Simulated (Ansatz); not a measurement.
Input file for Ansatz (a program for electronic structure): R-CCSDT(Q)/cc-pVTZ on OH (SMILES [OH+]), 2S+1 = 1, a spin state set in the input, which need not be the lowest, at the other state's geometry. Charge +1.

Ansatz 0.2 input:
```yaml
crystal:
  periodic: [false, false, false]
  atoms:
    - {symbol: O, position_ang: [-0.00000000, -0.00000000, -0.11562548]}
    - {symbol: H, position_ang: [0.00000000, 0.00000000, 0.92500384]}
basis:
  gaussian:
    orbitals: cc-pVTZ
total_charge: 1
magnetization: {spin_polarized: false}
correlation: {method: ccsdt_q, electrons: outside_noble_gas}
scf: {omitted_lower_state_checks: [cluster_reference]}
```

The log:

```
WARN ansatz: RAYON_NUM_THREADS=2 ignored (pool sized by the plan → 2); use --threads N
Functional definition: HF
these checks for a lower state are left out or cut short: cluster_reference
integrals: 0.02 GiB planned
491 factors; integrals over basis functions are off by at most 2.2e-7 eV
mean field: 0.05 GiB planned
mean field evaluation 1: about -2036.5654 eV, gradient 2.1e1 eV
mean field evaluation 2: about -2036.5659 eV, gradient 2.1e1 eV
mean field evaluation 4: about -2037.1833 eV, gradient 7.1e-1 eV
mean field evaluation 8: about -2037.1847 eV, gradient 2.8e-4 eV
mean field evaluation 16: about -2037.1847 eV, gradient 3.5e-5 eV
mean field -2037.18472324 eV, -74.8651577258 hartree, gradient 1.1e-6 eV, S^2 0.000000; 2 other end points of the search recorded, 0 dependent functions left out; unrestricted orbitals would lower it
1 core orbitals not correlated
reference -2037.18472324 eV, -74.8651577258 hartree; 3, 3 occupied and 40, 40 virtual orbitals, 491 factors
second order -4.54229144 eV of doubles, -0.00000000 eV of singles
coupled cluster: 0.13 GiB planned
cycle   1  -5.00261754 eV  change   -4.6e-1 eV  update   5.0e-2
cycle   2  -5.35858602 eV  change   -3.6e-1 eV  update   3.1e-2
cycle   3  -5.40993567 eV  change   -5.1e-2 eV  update   2.2e-2
cycle   4  -5.42893079 eV  change   -1.9e-2 eV  update   2.0e-2
cycle   5  -5.48970412 eV  change   -6.1e-2 eV  update   1.8e-2
cycle   6  -5.57020846 eV  change   -8.1e-2 eV  update   1.8e-2
cycle   7  -5.69044550 eV  change   -1.2e-1 eV  update   1.6e-2
cycle   8  -5.95982499 eV  change   -2.7e-1 eV  update   1.4e-2
cycle   9  -5.96281007 eV  change   -3.0e-3 eV  update   5.4e-3
cycle  10  -6.05162449 eV  change   -8.9e-2 eV  update   3.1e-3
cycle  11  -6.00191026 eV  change    5.0e-2 eV  update   1.9e-3
cycle  12  -6.02203431 eV  change   -2.0e-2 eV  update   1.1e-3
cycle  13  -6.02029468 eV  change    1.7e-3 eV  update   1.2e-4
cycle  14  -6.02091990 eV  change   -6.3e-4 eV  update   7.9e-5
cycle  15  -6.02121258 eV  change   -2.9e-4 eV  update   3.2e-5
cycle  16  -6.02129183 eV  change   -7.9e-5 eV  update   1.1e-5
cycle  17  -6.02130741 eV  change   -1.6e-5 eV  update   3.6e-6
cycle  18  -6.02129975 eV  change    7.7e-6 eV  update   1.4e-6
cycle  19  -6.02130164 eV  change   -1.9e-6 eV  update   5.0e-7
cycle  20  -6.02130535 eV  change   -3.7e-6 eV  update   2.6e-7
cycle  21  -6.02130268 eV  change    2.7e-6 eV  update   3.4e-7
cycle  22  -6.02130250 eV  change    1.8e-7 eV  update   1.1e-7
cycle  23  -6.02130271 eV  change   -2.1e-7 eV  update   6.4e-8
cycle  24  -6.02130258 eV  change    1.3e-7 eV  update   4.1e-8
cycle  25  -6.02130214 eV  change    4.4e-7 eV  update   9.7e-8
coupled cluster: 0.18 GiB planned
cycle   1  -6.02130182 eV  update   4.0e-7
cycle   2  -6.02130145 eV  change    3.7e-7 eV  update   2.8e-7
cycle   3  -6.02130074 eV  change    7.1e-7 eV  update   2.5e-7
cycle   4  -6.02129868 eV  change    2.1e-6 eV  update   2.1e-7
cycle   5  -6.02129674 eV  change    1.9e-6 eV  update   1.3e-7
cycle   6  -6.02129670 eV  change    4.3e-8 eV  update   5.6e-8
coupled cluster: 0.18 GiB planned
perturbative correction -0.02793998 eV, -0.0010267754 hartree
WARN: these amplitudes may be one of several solutions (largest doubles amplitude 0.95, level shift 0.00 eV)
Total energy: -2043.23395992 eV, -75.0874630735 hartree
Checks for a lower state left out: cluster_reference
```

The calculation finished and met its thresholds.

Warnings raised: other roots.

Cost: very roughly 10 core-seconds.
